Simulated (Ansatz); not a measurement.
Reaction (redistribution): `C[SiH2][SiH2]Cl` + `COBS` → `C[SiH](S)[SiH2]Cl` + `BOC`

Program: Ansatz. Geometries: PBE0-D4/def2-TZVP. ΔE: electronic, gas phase. CBS: MP2 limit from def2 TZ/QZ plus the TZ coupled-cluster correction, frozen cores. This one scheme is used for every species. DFT in def2-TZVPP. B3LYP here is the variant with VWN-RPA as its local correlation; programs differ in this. One conformer a species, not always the lowest.

`C[SiH2][SiH2]Cl`:

Z-matrix (Å, degrees):
```
C
Si 1 1.873
H 1 1.092 2 110.9
H 1 1.092 2 110.3 3 -119.8
H 1 1.092 2 110.7 3 120.2
Si 2 2.339 1 110.4 3 62.3
H 2 1.491 1 111.2 3 -57.9
H 2 1.489 1 110.9 3 -178.1
Cl 6 2.071 2 107.9 1 53.6
H 6 1.485 2 113.2 1 172.5
H 6 1.487 2 112.4 1 -64.1
```

`COBS`:

Cartesian coordinates in Å:
```
C -1.369 -0.421 -0.546
O 0.030 -0.589 -0.446
B 0.791 0.226 0.303
S 2.567 -0.105 0.339
H -1.712 0.428 0.052
H -1.632 -0.256 -1.593
H -1.861 -1.331 -0.199
H 0.321 1.138 0.924
H 2.864 0.909 1.165
```

`C[SiH](S)[SiH2]Cl`:

Z-matrix (Å, degrees):
```
C
Si 1 1.868
H 1 1.093 2 110.6
H 1 1.092 2 110.3 3 120.3
H 1 1.092 2 110.5 3 -119.9
S 2 2.143 1 113.1 3 -176.6
Si 2 2.340 1 110.8 3 63.8
H 2 1.488 1 111.1 3 -59.6
H 6 1.345 2 94.0 1 -71.6
Cl 7 2.074 2 105.6 1 65.6
H 7 1.484 2 112.9 1 -177.1
H 7 1.487 2 114.2 1 -51.5
```

`BOC`:

Cartesian coordinates in Å:
```
B -0.406 1.173 0.530
O 0.517 0.204 0.478
C 0.386 -0.919 -0.370
H -1.391 1.108 -0.160
H -0.198 2.079 1.283
H -0.540 -0.872 -0.951
H 1.241 -0.949 -1.048
H 0.390 -1.824 0.239
```

Question: Is it downhill or uphill in electronic energy at CCSD(T)/CBS, and by how much? (Best estimate.)

Answer: The calculation gave: Uphill: ΔE = +8.4 kJ/mol.

Question: What do these levels give: r2SCAN-D4, PBE0-D4, B3LYP-D4, B2PLYP, PBE0, HF/def2-TZVPP, MP2/def2-TZVPP, CCSD/def2-TZVPP, HF/def2-QZVPP, MP2/def2-QZVPP, SCS-MP2/def2-QZVPP, HF/CBS(def2)? (An estimate is asked.)

Answer: Computed: r2SCAN-D4 13.8, PBE0-D4 11.5, B3LYP-D4 9.4, B2PLYP 13.8, PBE0 15.9, HF/def2-TZVPP 15.6, MP2/def2-TZVPP 8.8, CCSD/def2-TZVPP 13.5, HF/def2-QZVPP 15.4, MP2/def2-QZVPP 6.2, SCS-MP2/def2-QZVPP 7.9, HF/CBS(def2) 15.3 kJ/mol.

Largest T1 diagnostic among the species: 0.014.

The D4 term adds −7.8 kJ/mol with B3LYP and −4.4 kJ/mol with PBE0; it sums over pairs of atoms, weighted by their polarisabilities, and B3LYP, whose exchange is more repulsive, gets the larger term.
